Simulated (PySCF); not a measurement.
A PySCF script (with the pyscf-properties extension) for the NMR shieldings of SMILES ClC1=CC=[O+][BH2-]O1, C₃H₄BClO₂, on a GFN2-xTB geometry:

```python
import basis_set_exchange as bse
import numpy as np
from pyscf import gto, dft
from pyscf.prop import nmr

atoms = """
Cl    2.512233   -1.616472   -0.161713
C     1.040385   -0.716699   -0.059857
C     1.095172    0.657238   -0.282717
C    -0.113561    1.337080   -0.193870
O    -1.227181    0.813013    0.070704
B    -1.384797   -0.684349    0.332302
O     0.019405   -1.381161    0.209595
H     2.017467    1.154630   -0.510891
H    -0.129787    2.415205   -0.363324
H    -2.074480   -1.141311   -0.515687
H    -1.749431   -0.834505    1.449495
"""
names = dict.fromkeys(["Cl", "C", "O", "B", "H"], "pcSseg-1")
basis = {el: gto.basis.parse(bse.get_basis(n, elements=[el], fmt="nwchem")) for el, n in names.items()}
mol = gto.M(atom=atoms, basis=basis, charge=0, verbose=0)
mf = dft.RKS(mol, xc="PBE0")
mf.grids.level = 2
mf.grids.alignment = dft.numint.BLKSIZE   # the property module wants whole blocks of grid points
mf.conv_tol = 1e-9
mf.kernel()

calc = nmr.RKS(mf)   # GIAO
C = mf.mo_coeff
Co = C[:, mf.mo_occ > 0]
resp = mf.gen_response(singlet=True, hermi=2)
def vind(x):   # induced exchange potential for any number of trial vectors
    d = np.einsum("pi,xij,qj->xpq", C, 2 * x.reshape(-1, C.shape[1], Co.shape[1]), Co, optimize=True)
    return np.einsum("xpq,pi,qj->xij", resp(d - d.transpose(0, 2, 1)), C, Co, optimize=True).ravel()
mo1, _ = nmr.rhf.solve_mo1(calc, with_cphf=vind)
sigma = calc.kernel(mo1)
for i, s in enumerate(sigma):   # ppm
    print("%2d %-2s %9.2f" % (i, mol.atom_pure_symbol(i), np.trace(s) / 3))
```

Question: What does it print?

Answer: 
```
 0 Cl    545.86
 1 C      -2.15
 2 C      86.66
 3 C       2.02
 4 O      60.55
 5 B      94.35
 6 O      45.63
 7 H      26.51
 8 H      24.17
 9 H      27.51
10 H      27.51
```

These numbers come from an equivalent density-fitted implementation of the same equations, which agrees with the script to about 0.01 ppm for H and up to a few tenths of a ppm for heavy atoms, so last digits may differ.

Size and cost of the density-fitted run: 146 basis functions, 29 s wall time on 1 thread of an Arm Neoverse N1, shared host; peak memory 0.7 GiB.
